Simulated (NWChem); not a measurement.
Lowest excitation of CH2F (+1)

```xyz
4

C      0.0000     0.0000    -0.5879
F      0.0000     0.0000     0.6355
H     -0.9845     0.0000    -1.0961
H      0.9845     0.0000    -1.0961
```
Charge +1, spin multiplicity 1.

All runs are NWChem calculations. The geometry was optimised at PBE0/def2-SVP, a minimum by its harmonic frequencies.

Basis set: def2-SVPD.

The correlated methods keep 2 core orbitals frozen. B3LYP has NWChem's definition, with VWN1-RPA local correlation. The spin multiplicity of the parent species was assumed, not shown to be that of its ground state. The structure started from a generated list of species. Coupled-cluster values serve here as a point of comparison, not as the truth.

Question: For the lowest vertical singlet excitation energy, TD-PBE gives 4.99 eV and EOM-CCSD gives 5.54 eV. What do TD-B3LYP, TDA-PBE0, CIS give?

Answer: TD-B3LYP: 5.30 eV; TDA-PBE0: 5.35 eV; CIS: 6.45 eV.
